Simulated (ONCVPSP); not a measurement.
**Ranking ONCV potentials for N (Z = 7)**

All share these settings but for the change named:

- Element: nitrogen
- Generator: ONCVPSP 4.0.1
- Type: optimised norm-conserving Vanderbilt (ONCV)
- Functional: PBE
- Relativity: scalar-relativistic
- Frozen core: [He]
- Valence charge: 5
- Reference configuration: 2s2 2p3
- Partial waves: 2s: rc 0.85 bohr, ncon 5, nbas 10, qcut 6.5 1/bohr, 2 projectors, debl 1.9 Ha; 2p: rc 2.00 bohr, ncon 5, nbas 8, qcut 8.7 1/bohr, 2 projectors, debl 4 Ha
- Local potential: polynomial inside 0.85 bohr (lpopt 5, dvloc0 0 Ha)
- Core correction: Teter function, fcfact 5.5, rcfact 1.25

Test errors are all-electron minus pseudo excitation energies from the reference, over 2s2 2p2; 2s2 2p1; 2s2 2p0; 2s2 2p2.5. None of these files shows a bound ghost.

The base gives 1077.6 meV.

Of 9 variants that were run, those that failed, showed a ghost or another fault, or gave nearly equal values are left out.

A variant can come out equal or close to the base, since the largest error may sit in a test that the change hardly touches while other tests move.

Task: Rank these variants by their largest absolute test error, smallest first.
A. core correction Teter function, fcfact 5.5, rcfact 1.78
B. core correction Teter function, fcfact 5.5, rcfact 2.04
C. core correction Teter function, fcfact 5.5, rcfact 1.26

Result: B (802.7 meV), A (944.2 meV), C (1077.6 meV).
